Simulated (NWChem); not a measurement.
C$_{2}$H$_{3}$BF$_{2}$; SMILES C=CB(F)F

```xyz
8

B     -0.0215     0.5188     0.0000
F     -0.7359     1.6310     0.0000
F      1.2943     0.6589     0.0000
C     -0.6878    -0.8791     0.0000
C      0.0436    -2.0020     0.0000
H     -1.7810    -0.9533     0.0000
H     -0.4099    -2.9988     0.0000
H      1.1383    -1.9639     0.0000
```
Atoms are numbered in this order, from 1.

Structure relaxed at the PBE0/def2-SVP level.

Symmetry labels are those of Cs in the frame above (b1 and b2, or b-type labels, depend on it).

Problem. List the 4 lowest vertical singlet excitations from PBE/6-31+G* (spherical d), TDA (NWChem).

Solution. 
| state | energy (eV) | oscillator strength | symmetry | leading excitation (squared amplitude) |
|---|---|---|---|---|
| S1 | 6.18 | 0.001 | a" | HOMO−1 → LUMO (0.99) |
| S2 | 6.96 | 0.440 | a' | HOMO → LUMO (0.84) |
| S3 | 7.10 | 0.063 | a" | HOMO → LUMO+1 (1.00) |
| S4 | 7.23 | 0.000 | a" | HOMO−2 → LUMO (0.99) |
